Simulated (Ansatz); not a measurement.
Stepwise reaction of `[GaH2][SeH]` with hydrogen fluoride, as a gas-phase model of exchange steps in deposition or etching. ΔE in kJ/mol; ΔG adds harmonic PBE0-D4 terms to CCSD(T)/CBS, at 1 bar.

Computed with Ansatz on PBE0-D4/def2-TZVP structures; ΔE is electronic, products minus reactants. CCSD(T)/CBS is the MP2 limit (def2-TZVPP, def2-QZVPP) plus CCSD(T) − MP2 in def2-TZVPP, frozen cores. This one scheme is used for every species. DFT in def2-TZVPP. B3LYP here is the variant with VWN-RPA as its local correlation; programs differ in this. For Ga, Se outer-core shells are correlated without core-valence functions, which leaves a few kJ/mol of doubt a bond. Scalar relativity is left out up to krypton. Each species was taken in one conformer, which may not be the lowest.

```
step                                    reaction  PBE-D4  B3LYP-D4  ωB97M-V  CCSD(T)/CBS  ΔG(400 K)
   1  `[GaH2][SeH]` + H–F → `[F][GaH][SeH]` + H₂   -71.1     -74.8    -71.5        -67.4      -68.6
```

**Question.** Give the row of step 2, `[F][GaH][SeH]` + H–F → `[F][Ga]([F])[SeH]` + H₂. (Estimate.)

**Answer.** Ansatz gave: 
| step | reaction | PBE-D4 | B3LYP-D4 | ωB97M-V | CCSD(T)/CBS | ΔG(400 K) |
| --- | --- | --- | --- | --- | --- | --- |
| 2 | `[F][GaH][SeH]` + H–F → `[F][Ga]([F])[SeH]` + H₂ | -54.1 | -57.4 | -55.3 | -51.9 | -52.9 |

**Question.** By hand: ΔE of the 2 steps together at CCSD(T)/CBS.

**Answer.** (-67.4) + (-51.9) = -119.3 kJ/mol, or -59.7 kJ/mol a step.

In ΔE each step is higher than the one before. All are downhill at CCSD(T)/CBS. ΔG lies between -68.6 and -52.9 kJ/mol a step. PBE-D4 differs from CCSD(T)/CBS by -3.7 to -2.2 kJ/mol a step. Isolated molecules leave out the surface, adducts and barriers. Largest T1 diagnostic: 0.013.
